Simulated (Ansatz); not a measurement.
Species: YCl (charge 0, singlet). 
Structure (B3LYP-D3(BJ)/def2-TZVP (Ansatz, an electronic-structure program) minimum search):
SMILES: [Cl][Y]
```xyz
2

Y      0.0000     0.0000    -0.7285
Cl     0.0000     0.0000     1.6713
```
Charge 0, spin multiplicity 1.

Computed values are from Ansatz. Valence correlation only, unless marked. UHF or UKS for open shells. Spin-orbit coupling is left out. Frozen are the shells of the preceding noble gas and the d and f shells that filled before the atom's block. In def2 rows, elements after Kr have scalar-relativistic effective core potentials. CBS(X,Y): correlation extrapolated as X^-3; Hartree-Fock from the larger set.

The Hartree-Fock reference is unstable (checked in the largest basis), which strains HF and MP2. 

### Question
What is the T1 diagnostic at CCSD/def2-QZVPPD?

### Answer
0.013.

### Question
What is the vertical ionisation energy (to the doublet) at CCSD(T)/CBS(def2-TZVPPD,def2-QZVPPD)?

### Answer
6.56 eV.

### Question
What is the total energy at CCSD(T)/CBS(def2-TZVPPD,def2-QZVPPD)?

### Answer
-497.7734 Eh.

### Question
What is the dipole moment at CCSD(T)/def2-SVPD?

### Answer
2.22 D.
